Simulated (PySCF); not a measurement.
Job file and geometry (Å, from GFN2-xTB) of an NMR shielding run on `ClC1=CBC=CB1`, C4H5B2Cl, PySCF 2.14.0, density-fitted response routines, GIAO PBE0/pcSseg-1 NMR shielding, non-relativistic, gas phase; density fitting, a coarse starting grid and PySCF grid level 2 are the driver's defaults:

```
$ OMP_NUM_THREADS=1 python probes_run.py task.json out

{"job": {"kind": "nmr", "xc": "PBE0", "basis": "pcSseg-1"}, "charge": 0, "multiplicity": 1}
Cl     3.126005     0.463049    -0.039253
C      1.410291     0.163039    -0.018574
C      0.970751    -1.107306     0.030452
B     -0.549699    -1.402744     0.049636
C     -1.529564    -0.188636     0.015100
C     -1.076462     1.078683    -0.034043
B      0.443117     1.390410    -0.054824
H      1.696608    -1.912417     0.056703
H     -0.944305    -2.504245     0.085912
H     -2.602731    -0.355804     0.030886
H     -1.797083     1.891192    -0.057858
H      0.854270     2.484093    -0.090163
```

**Question.** What does the program print?

**Answer.** 
```
coarse grid: 11240 points
cycle   1  E = -664.7537962030  dE =  8.736e-01  |g| = 3.558e-01  |ddm| = 3.276e+00
cycle   2  E = -664.7316391325  dE =  2.216e-02  |g| = 4.693e-01  |ddm| = 6.747e-01
cycle   3  E = -664.7851381868  dE = -5.350e-02  |g| = 1.156e-01  |ddm| = 4.565e-01
cycle   4  E = -664.7887169314  dE = -3.579e-03  |g| = 3.821e-02  |ddm| = 1.455e-01
cycle   5  E = -664.7890716607  dE = -3.547e-04  |g| = 1.475e-02  |ddm| = 4.251e-02
cycle   6  E = -664.7891247286  dE = -5.307e-05  |g| = 3.714e-03  |ddm| = 1.443e-02
cycle   7  E = -664.7891282771  dE = -3.549e-06  |g| = 1.368e-03  |ddm| = 4.154e-03
final grid: 105856 points
cycle   8  E = -664.8256913495  dE = -3.482e-05  |g| = 7.451e-03  |ddm| = 3.501e-02
cycle   9  E = -664.8256839620  dE =  7.388e-06  |g| = 9.104e-03  |ddm| = 1.602e-02
cycle  10  E = -664.8257058449  dE = -2.188e-05  |g| = 1.312e-03  |ddm| = 9.258e-03
cycle  11  E = -664.8257061979  dE = -3.530e-07  |g| = 4.051e-04  |ddm| = 1.306e-03
cycle  12  E = -664.8257062374  dE = -3.955e-08  |g| = 9.264e-05  |ddm| = 3.714e-04
cycle  13  E = -664.8257062393  dE = -1.856e-09  |g| = 4.146e-05  |ddm| = 1.151e-04
cycle  14  E = -664.8257062397  dE = -4.159e-10  |g| = 1.427e-05  |ddm| = 4.286e-05
converged SCF energy = -664.8257062397

GIAO shielding tensors (ppm)
atom      isotropic    diamagn.    paramagn.     s11        s22        s33       span
  0 Cl     578.941    1145.611    -566.670    369.737    547.661    819.424    449.687
  1 C        5.830     256.546    -250.716   -113.049     18.454    112.084    225.133
  2 C       28.567     253.432    -224.865    -86.764     20.764    151.700    238.464
  3 B       41.921     190.980    -149.060     -5.737     11.586    119.913    125.650
  4 C       20.010     256.200    -236.190   -109.813     -6.481    176.324    286.137
  5 C       23.374     256.420    -233.046   -100.633      1.360    169.394    270.027
  6 B       41.038     190.247    -149.209    -13.132     24.262    111.985    125.117
  7 H       24.169      30.628      -6.459     18.941     24.332     29.232     10.291
  8 H       25.530      29.453      -3.923     21.909     27.307     27.374      5.465
  9 H       24.027      30.251      -6.224     19.663     25.167     27.252      7.589
 10 H       24.054      30.192      -6.139     20.162     24.799     27.200      7.037
 11 H       25.711      29.017      -3.306     21.486     26.733     28.914      7.428
```

Size and cost of the density-fitted run: 151 basis functions, 39 s wall time on 1 thread of an Arm Neoverse N1, shared host; peak memory 0.71 GiB.
